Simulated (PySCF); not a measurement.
HIOZn, SMILES [OH][Zn][I].

Coordinates come from a B3LYP-D3(BJ)/def2-TZVP optimisation. The def2 effective core potentials stand for the cores of I; spin–orbit coupling is left out. Other conformers were not sampled.

Computed with TDDFT-CAM-B3LYP/def2-SVPD (PySCF).

Vertical excitations. The molecule is in vacuum. State labels are in the subgroup Cs.

Computed UV-visible absorptions:
| state | symmetry | energy (eV) | λ (nm) | f | main pairs |
|---|---|---|---|---|---|
| S1 | A" | 5.00 | 248 | 0.009 | HOMO→LUMO 94 % |
| S2 | A' | 5.09 | 243 | 0.024 | HOMO−1→LUMO 95 % |
| S3 | A" | 5.80 | 214 | 0.048 | HOMO−2→LUMO 93 % |
| S4 | A" | 6.29 | 197 | 0.000 | HOMO→LUMO+1 95 % |
| S5 | A' | 6.39 | 194 | 0.052 | HOMO−3→LUMO 60 %, HOMO−1→LUMO+1 19 %, HOMO→LUMO+2 13 % |
| S6 | A' | 6.43 | 193 | 0.005 | HOMO−1→LUMO+1 53 %, HOMO→LUMO+2 42 % |
| S7 | A" | 6.53 | 190 | 0.000 | HOMO−1→LUMO+2 96 % |
| S8 | A' | 6.92 | 179 | 0.118 | HOMO−4→LUMO 47 %, HOMO→LUMO+2 24 %, HOMO−1→LUMO+1 9 %, HOMO−2→LUMO+2 8 % |
| S9 | A" | 7.18 | 173 | 0.001 | HOMO−2→LUMO+1 95 % |
| S10 | A' | 7.54 | 164 | 0.002 | HOMO−3→LUMO+1 76 %, HOMO−2→LUMO+2 14 % |
| T1 | A" | 4.67 | 265 | 0 | HOMO→LUMO 92 % |
| T2 | A' | 4.74 | 261 | 0 | HOMO−1→LUMO 93 % |
| T3 | A" | 5.34 | 232 | 0 | HOMO−2→LUMO 91 % |
| T4 | A' | 5.62 | 221 | 0 | HOMO−3→LUMO 88 % |
Triplets are in the Tamm–Dancoff approximation, which puts them higher than full response would, so one can lie above its singlet here.
